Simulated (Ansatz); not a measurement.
Computed with Ansatz on PBE0-D4/def2-TZVP structures; ΔE is electronic, products minus reactants. CBS: MP2 limit from def2 TZ/QZ plus the TZ coupled-cluster correction, frozen cores. Functionals use def2-TZVPP. B3LYP here is the variant with VWN-RPA as its local correlation; programs differ in this. For Ga outer-core shells are correlated without core-valence functions, which leaves a few kJ/mol of doubt a bond. Scalar relativity is left out up to krypton. One conformer a species, not always the lowest.

Reaction (cleavage of the Si–B bond): `[OH][GaH][BH][SiH3]` + `N[SiH2]S` → `[SiH3]N[SiH2]S` + `[BH2][GaH][OH]`

`[OH][GaH][BH][SiH3]`:

Cartesian coordinates in Å:
```
O 2.320 0.464 1.281
Ga 1.565 -0.572 0.021
B -0.084 0.255 -0.921
Si -1.939 0.198 -0.164
H 3.075 0.056 1.710
H 2.234 -1.984 -0.174
H 0.067 0.849 -1.951
H -2.050 1.483 0.593
H -2.170 -0.916 0.796
H -3.018 0.167 -1.190
```

`N[SiH2]S`:

Z-matrix (Å, degrees):
```
Si
S 1 2.151
N 1 1.706 2 111.5
H 1 1.484 2 111.6 3 -117.8
H 1 1.485 2 105.8 3 122.4
H 2 1.343 1 94.3 3 -148.1
H 3 1.006 1 122.1 2 53.2
H 3 1.006 1 120.4 2 -98.6
```

`[SiH3]N[SiH2]S`:

Cartesian coordinates in Å:
```
Si -0.458 1.451 -0.950
N -0.713 0.074 0.063
Si 0.398 -0.719 1.106
S 0.734 -2.769 0.599
H 0.974 1.821 -0.839
H -0.787 1.141 -2.368
H -1.298 2.609 -0.541
H -1.629 -0.351 0.007
H -0.099 -0.825 2.500
H 1.651 0.070 1.045
H 1.228 -2.503 -0.622
```

`[BH2][GaH][OH]`:

Z-matrix (Å, degrees):
```
B
Ga 1 2.082
H 1 1.197 2 121.9
H 1 1.197 2 121.9 3 -179.6
O 2 1.799 1 119.8 3 -90.1
H 2 1.566 1 129.7 3 89.9
H 5 0.959 2 114.6 1 -0.0
```

| level | ΔE (kcal/mol) | difference from CCSD(T)/CBS |
| --- | --- | --- |
| PBE-D4 | -10.6 | 4.2 |
| r2SCAN-D4 | -13.1 | 1.7 |
| PBE0-D4 | -12.0 | 2.8 |
| ωB97X-V | -14.5 | 0.3 |
| ωB97M-V | -15.3 | -0.5 |
| PBE | -10.1 | 4.7 |
| r2SCAN | -13.0 | 1.8 |
| B3LYP | -13.8 | 1.0 |
| HF/def2-TZVPP | -17.8 | -3.0 |
| MP2/def2-TZVPP | -16.9 | -2.1 |
| CCSD(T)/def2-TZVPP | -15.0 | -0.2 |
| HF/def2-QZVPP | -18.2 | -3.4 |
| MP2/def2-QZVPP | -16.9 | -2.1 |
| HF/CBS(def2) | -18.2 | -3.4 |
| MP2/CBS(def2) | -16.7 | -1.9 |
| CCSD/CBS(def2) | -15.1 | -0.3 |
| CCSD(T)/CBS | -14.8 | 0 |

Largest T1 diagnostic among the species: 0.015.

From PBE to PBE0 (25 % exact exchange), in def2-TZVPP and without D4, ΔE moves by −1.5 kcal/mol. In def2-TZVPP, CCSD(T) changes the Hartree–Fock value by +2.8 kcal/mol (the triples alone add +0.2 kcal/mol) and MP2 by +1.0 kcal/mol.

CCSD(T)/CBS has its own doubt, a few kJ/mol and more with outer-core shells, so smaller differences from it don't rank the levels.
